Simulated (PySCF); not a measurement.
Compound: C4H6FNSi.
SMILES with atom numbers: `[N:1]#[C:2][C:3]1([F:4])[CH2:5][SiH2:6][CH2:7]1`

Geometry (GFN2-xTB, Å), atoms numbered from 1 in this order:
```xyz
13
C4H6FNSi angstrom
N      2.4836    1.1773    1.1971
C      1.7747    0.5885    0.5211
C      0.8319   -0.1374   -0.3027
F      1.5293   -0.8108   -1.2948
C     -0.2481    0.7978   -0.8857
Si    -1.5664    0.0440    0.2823
C     -0.0430   -1.0890    0.5399
H      0.0018    1.8529   -0.7991
H     -0.3887    0.5761   -1.9419
H     -2.7238   -0.5684   -0.3594
H     -1.8930    0.8787    1.4333
H     -0.1021   -2.0575    0.0469
H      0.3395   -1.2516    1.5452
```

NICS = −σ at a ghost point: NICS(0) at the centroid of the ring atoms, NICS(1) 1 Å to either side along the normal of their mean plane, zz for the tensor component along that normal. Level: GIAO PBE0/pcSseg-1 (PySCF, non-relativistic, gas phase) on the GFN2-xTB geometry, one conformer.

Ring bond lengths (Å), with Mayer bond orders in brackets: C3–C5 1.543 (0.96), C5–Si6 1.916 (0.92), Si6–C7 1.916 (0.92), C7–C3 1.543 (0.96).

Question: Give the NICS values of each ring in ppm.

Answer: 
```csv
ring,type,NICS(0),"NICS(1), two faces","NICS(1)zz, two faces",rms pucker (Å),"centre to ring atoms, mean (Å)"
C3–C5–Si6–C7,4-membered ring with Si; formal bonds all single,0.0,-0.5 / -2.2,5.5 / 2.2,0.07,1.22
```

Question: What can be read from them?

Answer: 
- C3–C5–Si6–C7: mean NICS(1)zz 3.9 ppm, deshielded. C3, C5, Si6, C7 have four or more neighbours, so the value isn't read as a sign of a π ring current. The two faces differ by 3.3 ppm, so no symmetry operation interchanges them.

Question: What is the mean of the two in-plane components of NICS at the second NICS(1) probe listed for ring C3–C5–Si6–C7, 1 Å off the ring?

Answer: The isotropic value is a third of the trace: (3 × -2.2 − (2.2))/2 = -4.4 ppm.

Hardware: Arm Neoverse N1, one thread, shared host. Cost: 42 s (with the writing of density and orbital grids), 0.72 GiB resident at most. This is the whole shielding run at PBE0/pcSseg-1, SCF included.
